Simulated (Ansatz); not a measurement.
Born–Oppenheimer molecular dynamics of Br + H2Se (4 atoms, charge -1, multiplicity 1). It starts from a relaxed structure.

Theory: RKS PBE-D4/def2-SVP in Ansatz.

```
ensemble        : NVT, Nosé–Hoover chain
time step       : 0.5 fs
steps asked     : 100
set temperature : 300 K
thermostat      : time constant 100 fs, chain length 3 (defaults)
seed            : 365562
```

Frames 1 fs apart, positions in Å, forces in eV/Å.

Velocities at 25.0 fs (Å/ps):

```
Br 0.01 0.15 0.12
Se 0.03 -0.33 -0.16
H -6.72 6.37 0.88
H 4.16 7.83 2.10
```

```xyz
4
Properties=species:S:1:pos:R:3:forces:R:3 time_fs=25.0 energy_less_start_eV=0.069 T=37
Br -0.472 -0.813 -2.474 -0.07 -0.01 0.07
Se 0.242 0.604 0.197 -0.04 -0.65 0.63
H 0.691 1.103 1.609 -0.10 0.10 -0.10
H -0.236 -0.627 0.960 0.21 0.56 -0.60
4
Properties=species:S:1:pos:R:3:forces:R:3 time_fs=26.0 energy_less_start_eV=0.061 T=67
Br -0.472 -0.813 -2.474 -0.06 -0.01 0.07
Se 0.242 0.604 0.197 0.01 -0.49 0.56
H 0.684 1.110 1.609 -0.10 0.09 -0.11
H -0.231 -0.617 0.960 0.15 0.41 -0.52
4
Properties=species:S:1:pos:R:3:forces:R:3 time_fs=27.0 energy_less_start_eV=0.052 T=101
Br -0.472 -0.812 -2.474 -0.06 -0.02 0.07
Se 0.242 0.604 0.197 0.10 -0.23 0.41
H 0.676 1.118 1.609 -0.09 0.09 -0.10
H -0.224 -0.603 0.954 0.05 0.16 -0.38
4
Properties=species:S:1:pos:R:3:forces:R:3 time_fs=28.0 energy_less_start_eV=0.048 T=118
Br -0.472 -0.812 -2.474 -0.06 -0.03 0.08
Se 0.242 0.603 0.197 0.21 0.11 0.20
H 0.667 1.127 1.607 -0.08 0.08 -0.09
H -0.217 -0.587 0.945 -0.07 -0.17 -0.18
4
Properties=species:S:1:pos:R:3:forces:R:3 time_fs=29.0 energy_less_start_eV=0.051 T=106
Br -0.473 -0.812 -2.474 -0.06 -0.03 0.08
Se 0.242 0.603 0.197 0.33 0.47 -0.04
H 0.657 1.136 1.604 -0.07 0.07 -0.07
H -0.211 -0.573 0.934 -0.20 -0.51 0.03
4
Properties=species:S:1:pos:R:3:forces:R:3 time_fs=30.0 energy_less_start_eV=0.058 T=79
Br -0.473 -0.812 -2.473 -0.05 -0.04 0.08
Se 0.242 0.602 0.197 0.42 0.76 -0.25
H 0.647 1.146 1.601 -0.06 0.06 -0.04
H -0.206 -0.564 0.923 -0.31 -0.78 0.22
4
Properties=species:S:1:pos:R:3:forces:R:3 time_fs=31.0 energy_less_start_eV=0.062 T=67
Br -0.473 -0.812 -2.473 -0.05 -0.04 0.08
Se 0.243 0.602 0.197 0.46 0.91 -0.38
H 0.636 1.157 1.598 -0.05 0.04 -0.01
H -0.205 -0.562 0.914 -0.35 -0.91 0.31
4
Properties=species:S:1:pos:R:3:forces:R:3 time_fs=32.0 energy_less_start_eV=0.056 T=88
Br -0.473 -0.812 -2.473 -0.05 -0.05 0.07
Se 0.243 0.602 0.197 0.42 0.86 -0.39
H 0.624 1.168 1.594 -0.05 0.02 0.02
H -0.207 -0.568 0.908 -0.32 -0.83 0.29
4
Properties=species:S:1:pos:R:3:forces:R:3 time_fs=33.0 energy_less_start_eV=0.045 T=132
Br -0.473 -0.812 -2.473 -0.04 -0.05 0.07
Se 0.243 0.602 0.197 0.31 0.63 -0.30
H 0.612 1.179 1.590 -0.04 0.00 0.06
H -0.212 -0.583 0.905 -0.22 -0.58 0.17
4
Properties=species:S:1:pos:R:3:forces:R:3 time_fs=34.0 energy_less_start_eV=0.036 T=167
Br -0.473 -0.811 -2.473 -0.04 -0.06 0.06
Se 0.243 0.602 0.197 0.16 0.31 -0.15
H 0.600 1.190 1.587 -0.04 -0.03 0.08
H -0.219 -0.603 0.904 -0.09 -0.22 0.01
4
Properties=species:S:1:pos:R:3:forces:R:3 time_fs=35.0 energy_less_start_eV=0.035 T=171
Br -0.473 -0.811 -2.472 -0.03 -0.06 0.06
Se 0.244 0.602 0.197 0.01 -0.03 0.00
H 0.587 1.201 1.585 -0.04 -0.06 0.10
H -0.227 -0.625 0.902 0.06 0.15 -0.16
4
Properties=species:S:1:pos:R:3:forces:R:3 time_fs=36.0 energy_less_start_eV=0.042 T=146
Br -0.473 -0.811 -2.472 -0.03 -0.06 0.05
Se 0.244 0.602 0.197 -0.11 -0.30 0.12
H 0.573 1.212 1.584 -0.04 -0.09 0.11
H -0.234 -0.645 0.899 0.17 0.45 -0.29
```

Of the whole run (50 fs, mean temperature of the second half 126 K): The conserved energy stayed within 0.08 meV per atom of its start (net change 0.034 meV per atom), so the integration is sound. The mean temperature of the second half is 58 % below the set value. A run of 0.05 ps of so small a system gives no equilibrium averages. Limits of this set-up: an anion without diffuse functions, the dipole of an ion depends on the origin.

The run took 95 s on 1 thread of Arm Neoverse V2, on a shared host, peak memory 0.11 GiB.
